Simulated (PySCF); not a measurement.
C5H5F3.
Atom-mapped SMILES: `[CH3:1][CH2:2][C:3]#[C:4][C:5]([F:6])([F:7])[F:8]` (hydrogens: H9, H10, H11 on C1; H12, H13 on C2)

The closed-shell ground state was solved at several levels (PySCF, density fitting, gas phase, non-relativistic). Geometry: PBE0-D3(BJ)/def2-SVP; no solvent, vibrations or thermal averaging.

```
              level  basis functions  total energy (Eh)  HOMO (eV)  LUMO (eV)  gap (eV)  dipole (D)
        B3LYP/pcJ-1              266          -493.0251      -8.23      -0.14      8.09        3.56
CAM-B3LYP/def2-SVPD              209          -492.4955      -9.89       0.84     10.73        3.71
```

Question: What might PBE0/pcSseg-1 (161 basis functions) give for the same quantities?

Answer: Total energy -492.4529 Eh, HOMO -8.48 eV, LUMO 0.09 eV, gap 8.57 eV, dipole 3.58 D.

Question: Over all these levels, which gives the widest orbital gap and which the narrowest?

Answer: CAM-B3LYP/def2-SVPD (range-separated hybrid) has the widest, 10.73 eV, and B3LYP/pcJ-1 (global hybrid, 20 % exact exchange) the narrowest, 8.09 eV. Functional and basis both differ between the two, so the spread mixes both effects.

Question: How far do the dipole and the HOMO energy spread over the levels?

Answer: The dipole runs from 3.56 to 3.71 D (mean 3.62 D) and the HOMO from -9.89 to -8.23 eV.
